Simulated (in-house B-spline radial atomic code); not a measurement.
Checks on a self-consistent run for Ge3+, [Ar] 3d9 4s2. Level of theory: Dirac-Hartree-Fock, average of configuration, Fermi nucleus of rms radius 4.0742 fm; calculated with a B-spline radial code for spherical atoms.

```csv
orbital,q,ε (Eh),<1/r>,<r²>,small-component weight
1s1/2,2,-412.77860,32.3869,0.00297057,0.013399
2s1/2,2,-55.19678,7.18071,0.0515647,0.002618
2p1/2,2,-49.06620,7.10764,0.0403003,0.0025828
2p3/2,4,-47.88214,6.91691,0.0417619,0.0025323
3s1/2,2,-9.04980,2.31056,0.436807,0.00060298
3p1/2,2,-6.93822,2.17957,0.468134,0.00055041
3p3/2,4,-6.76784,2.13656,0.482064,0.00053819
3d3/2,3.6,-3.25504,1.85758,0.584489,0.0004251
3d5/2,5.4,-3.23026,1.84577,0.59145,0.0004213
4s1/2,2,-1.72470,0.710292,3.76666,8.6363e-05
```

Electron-electron repulsion V_ee = 777.2490 hartree.

Task: What total energy follows from the eigenvalues?

Result: The eigenvalues count the repulsion twice, so E = Σqε - V_ee = -1317.270 - 777.249 = -2094.519 hartree; the run printed -2094.519.

Task: Does the Dirac virial theorem hold?

Result: For a point nucleus E = -2c²Σq·w, with w the small-component weight. Here Σq·w = 0.055767 and c = 137.0360, so the ratio E/(-2c²Σq·w) is 1.000012; the finite nucleus accounts for the departure from 1.

Task: What diamagnetic shielding (Lamb formula) and susceptibility (Langevin formula) do the radii give?

Result: σ = (α²/3)Σq<1/r> = 156.62/(3·137.036²) = 2780.1 ppm, and χ = -0.79199×10⁻⁶·Σq<r²> = -13.41×10⁻⁶ cm³/mol with Σq<r²> = 16.926 bohr². Both are non-relativistic formulas without the paramagnetism of open shells.
